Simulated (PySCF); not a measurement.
## Dipole moment and polarisability of `[H]/N=C\CO[Si@@H]([SiH3])C#N`

Compound: C3H8N2OSi2.
Cartesian coordinates in Å at the GFN2-xTB level; atoms count from 1:
```
atom  x, y, z in Å
N1    -2.0715    3.0862    1.0732
C2    -1.8112    2.0833    0.5826
Si3   -1.3354    0.4307   -0.1783
Si4   -1.7685   -1.3770    1.1764
O5     0.2850    0.3748   -0.2936
C6     1.1808    1.2764   -0.8730
C7     2.5906    0.7524   -0.7692
N8     2.9583   -0.3292   -0.2638
H9    -1.9373    0.5752   -1.5162
H10   -1.2895   -2.6311    0.5875
H11   -3.2215   -1.4811    1.3248
H12   -1.1815   -1.2649    2.5142
H13    0.9350    1.4360   -1.9310
H14    1.1170    2.2494   -0.3683
H15    3.3497    1.4055   -1.1898
H16    2.1922   -0.8900    0.1130
```

Level: B3LYP/def2-SVPD (PySCF), static field, nuclei fixed, core orbitals frozen in the response. The polarisability tensor in these axes (au):

```
x   105.04  -3.22  -7.10
y    -3.22 117.21  -7.20
z    -7.10  -7.20  90.60
```

Diagonalise the tensor; give its mean and Δα, where Δα² is half the sum of the squared differences of the eigenvalues.

Principal values 85.72, 107.94 and 119.19 au; mean 104.29 au = 15.45 Å³ = 17.19 × 10⁻⁴⁰ C²·m²/J; Δα = 29.50 au (28 % of the mean).

What is the dipole moment, and where does it point?

(-0.92, -1.59, -1.90) D, 2.64 D in size, pointing from the negative to the positive side. Measured along this direction, the outermost atoms are N1 at the negative end and H10 at the positive end.

Find the Langevin capture rate constant for H3+ (3.023 u) meeting this molecule (144.018 u), k = 2.342 × 10⁻⁹ cm³/s × √(α in Å³ / reduced mass in u).

The reduced mass is 2.96 u, so k = 5.35 × 10⁻⁹ cm³/s. The formula leaves out the permanent dipole, which adds to the capture rate.

What depolarisation ratio follows for Rayleigh scattering of linearly polarised light, taking the static tensor?

ρ = 3Δα²/(45ᾱ² + 4Δα²) = 2610.6/(489401 + 3480.8) = 0.0053.

Orientational against electronic polarisability at 400 K (dilute gas, rigid molecules)?

In Gaussian units μ²/3kT = 42.16 Å³ against 15.45 Å³, a ratio of 2.73; the Debye molar polarisation (4π/3)N_A(α + μ²/3kT) is 145.3 cm³/mol, leaving out the vibrational part.

Geometry: GFN2-xTB, one conformer, isolated molecule.
